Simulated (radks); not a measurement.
The numbers below are computed, except where a source is named.
Sr III, configuration [Kr]. Code: a radial shooting solver on a logarithmic mesh with Libxc functionals. Model: scalar-relativistic Kohn-Sham, PBE, spin-unpolarised, spherical densities, finite nucleus; Fermi nuclear charge, rms radius 4.224 fm.

Normalised radial functions P(r) = r R(r), r in bohr:

r,3d,4s
0.004283,0.0001,0.0899
0.005578,0.0002,0.1098
0.007263,0.0004,0.1319
0.009457,0.0009,0.1546
0.01222,0.0018,0.1748
0.01591,0.0037,0.1895
0.02071,0.0075,0.1914
0.02697,0.0153,0.1720
0.03512,0.0304,0.1224
0.04537,0.0579,0.0396
0.05907,0.1086,-0.0783
0.07692,0.1957,-0.2084
0.1002,0.3349,-0.3063
0.1294,0.5309,-0.3124
0.1685,0.7917,-0.1779
0.2194,1.0773,0.0898
0.2856,1.3169,0.3814
0.369,1.4202,0.5125
0.4805,1.3330,0.3462
0.6256,1.0642,-0.1057
0.8146,0.7057,-0.6298
1.052,0.3858,-0.9493
1.37,0.1602,-0.9410
1.784,0.0480,-0.6632
2.323,0.0095,-0.3332
3.001,0.0012,-0.1199
3.908,0.0001,-0.0268
5.089,0.0000,-0.0034

3d: eigenvalue -142.07 eV, 0 radial nodes, <r> = 0.498 bohr, 90 % of the charge inside 0.807 bohr. 4s: eigenvalue -54.724 eV, 3 radial nodes at r = 0.0499, 0.203, 0.593 bohr, <r> = 1.35 bohr, 90 % of the charge inside 1.98 bohr.
